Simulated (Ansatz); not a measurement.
Match the barriers

Saddle point of SiNH7F2, singlet (SiNH₅ ([NH2][SiH3]) + HF + HF → SiH₃F ([F][SiH3]) + NH₃ + HF; bonds formed: Si1–F7, N2–H8, H6–F9; bonds broken: Si1–N2, H6–F7, H8–F9), PBE0-D4/def2-TZVP structure:

Si1  (-0.449, 0.550, -0.960)
N2  (0.142, -0.980, -0.113)
H3  (-0.421, 0.028, -2.365)
H4  (-1.867, 0.835, -0.685)
H5  (0.570, 1.611, -0.921)
H6  (0.387, 0.683, 1.664)
F7  (-0.471, 1.166, 1.257)
H8  (0.803, -0.694, 0.773)
F9  (1.316, -0.104, 1.826)
H10  (-0.640, -1.498, 0.279)
H11  (0.629, -1.596, -0.755)
(Å)

Ansatz 0.2.0; basis: def2-TZVPP, with def2-QZVPP for the basis limit; cores frozen in the correlated methods. Extrapolation: Hartree–Fock as exp(−7.88 √X), correlation as X^−2.97. Four methods, as single points on the PBE0-D4 structures, gave these electronic barriers from the start structure: 0.137, 0.232, 0.359, 0.696 eV.

Problem. The methods were, in alphabetical order, BHLYP-D4, HF, PBE-D4, PBE0-D4. Which gave which? (Judge from chemistry; the calculation decides.)

Solution. The calculation gives: PBE-D4 0.137; PBE0-D4 0.232; BHLYP-D4 0.359; HF 0.696 eV. For comparison, CCSD(T) at an estimated basis limit (MP2 extrapolated from triple and quadruple zeta, plus CCSD(T) − MP2 in triple zeta) gives 0.328 eV.

The T1 diagnostic stays at or below 0.011.

Steps of this kind, hydrogen fluoride cutting a network bond, underlie vapour etching and the fluorination step of atomic layer etching.

Labels in which every atom is bracketed show which atoms are joined, not bond orders.

For scale, one of the runs: CCSD(T)/def2-TZVPP, 233 basis functions, launched by `ansatz run in.yaml --threads 4 --pin off --events-out ev --progress --plain --max-ram 9574MiB`. The run took 2.6 min on 4 CPU threads of an AMD EPYC 7R43 (shared host), with 4.3 GiB of host memory at its peak.
